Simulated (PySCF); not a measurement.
Isomers of C8H13NO, mass 139.100 u with the commonest isotopes. Theory: PBE0/pcSseg-1 in PySCF (dipole) on a GFN2-xTB geometry, gas phase. One conformer each, none proved a minimum here; rigid rotors.

Problem. Order these by rotational constant C, largest first.
A. `[CH3:1][CH2:2][CH2:3][C@@H:4]1[CH:5]=[CH:6][C@@H:7]1[NH:8][CH:9]=[O:10]` with C1–C2–C3–C4 -178°, C2–C3–C4–C5 176°, C6–C7–N8–C9 140°, C7–N8–C9–O10 0°
B. `[CH2:1]=[CH:2]/[CH:3]=[CH:4]/[CH2:5][C:6](=[O:7])[N:8]([CH3:9])[CH3:10]` with C1–C2–C3–C4 180°, C3–C4–C5–C6 -130°, C4–C5–C6–O7 -100°, C5–C6–N8–C9 3°
C. `[CH3:1][C:2](=[O:3])[NH:4][CH:5]=[C:6]1[CH2:7][CH:8]([CH3:9])[CH2:10]1` with C1–C2–N4–C5 -179°, C2–N4–C5–C6 179°
D. `[CH2:1]=[C:2](/[CH:3]=[N:4]/[C:5]([CH3:6])=[O:7])[CH:8]([CH3:9])[CH3:10]` with C1–C2–C3–N4 179°, C3–N4–C5–C6 111°, C1–C2–C8–C9 99°
E. `[CH3:1][CH:2]=[C:3]=[CH:4][CH2:5][N:6]([CH3:7])[C:8]([CH3:9])=[O:10]` with C3–C4–C5–N6 -111°, C4–C5–N6–C7 68°, C5–N6–C8–C9 -179°
F. `[CH3:1]/[CH:2]=[C:3](/[CH3:4])[C@@H:5]([CH2:6][C:7]#[N:8])[O:9][CH3:10]` with C2–C3–C5–C6 -75°, C3–C5–C6–C7 -66°, C3–C5–O9–C10 65°

Solution. F (871.7 MHz), A (692.1 MHz), D (632.3 MHz), B (545.1 MHz), E (514.4 MHz), C (475.5 MHz).

Problem. Order these by radius of gyration √(Σ m r²/M), largest first.
A. `[CH2:1]=[C:2](/[CH:3]=[N:4]/[C:5]([CH3:6])=[O:7])[CH:8]([CH3:9])[CH3:10]` with C1–C2–C3–N4 179°, C3–N4–C5–C6 111°, C1–C2–C8–C9 99°
B. `[CH3:1][CH2:2][CH2:3][C@@H:4]1[CH:5]=[CH:6][C@@H:7]1[NH:8][CH:9]=[O:10]` with C1–C2–C3–C4 -178°, C2–C3–C4–C5 176°, C6–C7–N8–C9 140°, C7–N8–C9–O10 0°
C. `[CH3:1][C:2](=[O:3])[NH:4][CH:5]=[C:6]1[CH2:7][CH:8]([CH3:9])[CH2:10]1` with C1–C2–N4–C5 -179°, C2–N4–C5–C6 179°
D. `[CH2:1]=[CH:2]/[CH:3]=[CH:4]/[CH2:5][C:6](=[O:7])[N:8]([CH3:9])[CH3:10]` with C1–C2–C3–C4 180°, C3–C4–C5–C6 -130°, C4–C5–C6–O7 -100°, C5–C6–N8–C9 3°
E. `[CH3:1]/[CH:2]=[C:3](/[CH3:4])[C@@H:5]([CH2:6][C:7]#[N:8])[O:9][CH3:10]` with C2–C3–C5–C6 -75°, C3–C5–C6–C7 -66°, C3–C5–O9–C10 65°
F. `[CH3:1][CH:2]=[C:3]=[CH:4][CH2:5][N:6]([CH3:7])[C:8]([CH3:9])=[O:10]` with C3–C4–C5–N6 -111°, C4–C5–N6–C7 68°, C5–N6–C8–C9 -179°

Solution. C (2.789 Å), F (2.688 Å), D (2.641 Å), A (2.520 Å), B (2.353 Å), E (2.252 Å).

Problem. Order these by rotational constant A, largest first.
A. `[CH3:1]/[CH:2]=[C:3](/[CH3:4])[C@@H:5]([CH2:6][C:7]#[N:8])[O:9][CH3:10]` with C2–C3–C5–C6 -75°, C3–C5–C6–C7 -66°, C3–C5–O9–C10 65°
B. `[CH3:1][CH:2]=[C:3]=[CH:4][CH2:5][N:6]([CH3:7])[C:8]([CH3:9])=[O:10]` with C3–C4–C5–N6 -111°, C4–C5–N6–C7 68°, C5–N6–C8–C9 -179°
C. `[CH2:1]=[C:2](/[CH:3]=[N:4]/[C:5]([CH3:6])=[O:7])[CH:8]([CH3:9])[CH3:10]` with C1–C2–C3–N4 179°, C3–N4–C5–C6 111°, C1–C2–C8–C9 99°
D. `[CH3:1][CH2:2][CH2:3][C@@H:4]1[CH:5]=[CH:6][C@@H:7]1[NH:8][CH:9]=[O:10]` with C1–C2–C3–C4 -178°, C2–C3–C4–C5 176°, C6–C7–N8–C9 140°, C7–N8–C9–O10 0°
E. `[CH2:1]=[CH:2]/[CH:3]=[CH:4]/[CH2:5][C:6](=[O:7])[N:8]([CH3:9])[CH3:10]` with C1–C2–C3–C4 180°, C3–C4–C5–C6 -130°, C4–C5–C6–O7 -100°, C5–C6–N8–C9 3°
F. `[CH3:1][C:2](=[O:3])[NH:4][CH:5]=[C:6]1[CH2:7][CH:8]([CH3:9])[CH2:10]1` with C1–C2–N4–C5 -179°, C2–N4–C5–C6 179°

Solution. F (4190 MHz), B (3148 MHz), E (2611 MHz), C (2409 MHz), A (1625 MHz), D (1426 MHz).

| SMILES | point group | Ia (u·Å²) | Ib (u·Å²) | Ic (u·Å²) | κ | μa (D) | μb (D) | μc (D) |
| --- | --- | --- | --- | --- | --- | --- | --- | --- |
| CC(=O)NC=C1CC(C)C1 | C1 | 120.61 | 980.24 | 1062.83 | -0.98 | 2.02 | 3.32 | 0.39 |
| CC=C=CCN(C)C(C)=O | C1 | 160.55 | 867.29 | 982.45 | -0.95 | 2.47 | 3.59 | 0.37 |
| C=C/C=C/CC(=O)N(C)C | C1 | 193.58 | 819.41 | 927.05 | -0.93 | 1.30 | 3.30 | 1.09 |
| C/C=C(/C)[C@@H](CC#N)OC | C1 | 310.93 | 520.44 | 579.74 | -0.74 | 3.79 | 0.45 | 0.17 |
| CCC[C@@H]1C=C[C@@H]1NC=O | C1 | 354.32 | 456.34 | 730.24 | 0.13 | 1.75 | 2.24 | 2.44 |
| C=C(/C=N/C(C)=O)C(C)C | C1 | 209.79 | 757.35 | 799.24 | -0.96 | 2.70 | 1.46 | 2.32 |
